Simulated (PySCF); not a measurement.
ammonium (H4N), SMILES [NH4+], charge +1.

Geometry: B3LYP-D3(BJ)/def2-TZVPD.

These are TDDFT-PBE/def2-TZVPD run with PySCF 2.14.0 values and carry that method's errors.

Vertical excitations; the highest root listed may be one member of a degenerate set.  State labels are in the subgroup D2.

Computed excitation energies, oscillator strengths and character:
```tsv
state	symmetry	energy (eV)	λ (nm)	f	main pairs
S1	B2	14.44	86	0.121	HOMO−1→LUMO (degenerate set)
S2	B3	14.44	86	0.121	HOMO→LUMO (degenerate set)
S3	B1	14.44	86	0.121	HOMO−2→LUMO (degenerate set)
S4	B1	16.35	76	0.000	HOMO→LUMO+2, HOMO−1→LUMO+3 (degenerate set)
S5	B3	16.35	76	0.000	HOMO−2→LUMO+2, HOMO−1→LUMO+1 (degenerate set)
S6	B2	16.35	76	0.000	HOMO→LUMO+1, HOMO−2→LUMO+3 (degenerate set)
S7	A	16.53	75	0.000	HOMO→LUMO+3, HOMO−2→LUMO+1, HOMO−1→LUMO+2 (degenerate set)
S8	A	16.53	75	0.000	HOMO−1→LUMO+2, HOMO−2→LUMO+1 (degenerate set)
S9	B2	16.89	73	0.152	HOMO−2→LUMO+3, HOMO→LUMO+1 (degenerate set)
S10	B1	16.89	73	0.152	HOMO−1→LUMO+3, HOMO→LUMO+2 (degenerate set)
T1	B2	13.65	91	0	HOMO−1→LUMO (degenerate set)
T2	B3	13.65	91	0	HOMO→LUMO (degenerate set)
T3	B1	13.65	91	0	HOMO−2→LUMO (degenerate set)
T4	A	14.78	84	0	HOMO→LUMO+3 32 %, HOMO−2→LUMO+1 32 %, HOMO−1→LUMO+2 32 %
```
Triplets are in the Tamm–Dancoff approximation, which puts them higher than full response would, so one can lie above its singlet here.
